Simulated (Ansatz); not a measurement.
Frontier orbitals of C2H7NOZn, SMILES `C[N](C)[Zn][OH]`.

Charge 0, multiplicity 1. For Zn the d shell is correlated and the shells below it are frozen. Scalar relativity is left out up to krypton. The structure was optimised at the PBE0-D4/def2-TZVP level. It is one conformer, not always the lowest. Basis def2-TZVPP, the Gaussian-basis code of Ansatz.

Orbital energies of one run (eV). Highest occupied ones, from the top: -4.81, -6.91, -7.68, -8.02, -9.13, -9.57, -10.41, -10.90, -11.12, -11.49, -11.96, -11.97, -12.26, -12.31. Empty: -1.16, -0.04, 0.19, 1.30, 2.21, 2.78.

Task: Which functional gave them?
A. LC-ωPBE
B. PBE0
C. r2SCAN
D. r2SCAN0

Result: C. HOMO energies: r2SCAN -4.81, r2SCAN0 -6.00, LC-ωPBE -8.53, PBE0 -5.85 eV.

LC-ωPBE has ω = 0.4 bohr⁻¹.
